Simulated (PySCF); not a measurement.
Compound: C5H12B2O2.
Bonds: C1–B2, B2–C3, B2–C4, C4–C5, C5–O6, O6–B7, B7–O8, O8–C9, C4–C9. Hydrogens: H10, H11, H12 on C1; H13, H14, H15 on C3; H16 on C4; H17, H18 on C5; H19 on B7; H20, H21 on C9.

Theory: TDDFT CAM-B3LYP/def2-SVPD, vertical, gas phase, core orbitals frozen in the response in PySCF. One conformer (not necessarily the lowest) at the PBE0-D3(BJ)/def2-SVP geometry, without solvent, vibrations or thermal averaging.

| state | E (eV) | E (kJ/mol) | λ (nm) | f | \|μ\| (D) | main configurations (H = HOMO, L = LUMO) |
| --- | --- | --- | --- | --- | --- | --- |
| S1 | 6.17 | 596 | 200.8 | 0.0014 | 0.24 | H→L (65%), H-1→L (22%) |
| S2 | 6.46 | 623 | 192.0 | 0.0027 | 0.33 | H-2→L (31%), H-3→L (24%), H-1→L (22%) |
| S3 | 7.31 | 705 | 169.7 | 0.0011 | 0.20 | H-2→L (49%), H-1→L (27%), H→L (19%) |
| S4 | 7.50 | 723 | 165.4 | 0.017 | 0.76 | H-3→L (42%), H-1→L (22%), H-2→L (15%) |
| S5 | 7.72 | 745 | 160.7 | 0.0001 | 0.07 | H→L+1 (79%) |
| S6 | 7.88 | 760 | 157.4 | 0.0039 | 0.36 | H-2→L+2 (35%), H-2→L+1 (12%), H-1→L+1 (12%) |
| S7 | 7.93 | 765 | 156.3 | 0.012 | 0.64 | H-1→L+1 (43%), H-2→L+1 (14%), H-1→L+2 (11%) |
| S8 | 8.06 | 777 | 153.9 | 0.014 | 0.68 | H-2→L+1 (52%), H-2→L+2 (9%), H-2→L+5 (9%) |
| S9 | 8.16 | 787 | 152.0 | 0.043 | 1.18 | H-1→L+1 (16%), H→L+2 (13%), H-1→L+2 (12%) |
| S10 | 8.26 | 797 | 150.1 | 0.022 | 0.83 | H-4→L (55%), H-3→L (18%) |

Triplets (Tamm–Dancoff): T1 5.69 eV, H→L (60%), H-1→L (26%); T2 6.00 eV, H-3→L (28%), H-2→L (26%), H-4→L (16%); T3 7.12 eV, H-1→L+2 (22%), H→L+2 (12%), H-1→L+5 (11%); T4 7.25 eV, H-2→L (62%), H-3→L (16%).

The lowest singlet comes at 201 nm (596 kJ/mol) in the ultraviolet; it is very weak; its leading configuration is HOMO→LUMO (65%). The strongest level in the table is S9 at 8.16 eV (152 nm, f = 0.043). Löwdin shares by element: HOMO carbon 28% or more, oxygen 19% or more, boron 14% or more (atoms not listed hold the other 39%); LUMO boron 37% or more, carbon 31% or more (atoms not listed hold the other 32%). The listed states span 2.09 eV, and the widest gap between neighbours is 0.85 eV (S2 to S3). Weighted by f, the mean energy of these states is 7.97 eV. Of the 10 states listed, 5 reach f = 0.01 and 1 stays under 0.0005. The vertical ionisation energy (ΔSCF) is 10.38 eV, 2.12 eV above S10. Only the lowest 10 singlets were computed, as vertical energies without vibronic structure.

The run took 7.9 min of wall time on Arm Neoverse V2, one thread, shared host with 96 logical CPUs at a one-minute load of 21, and the process peaked at 1.5 GiB of memory.
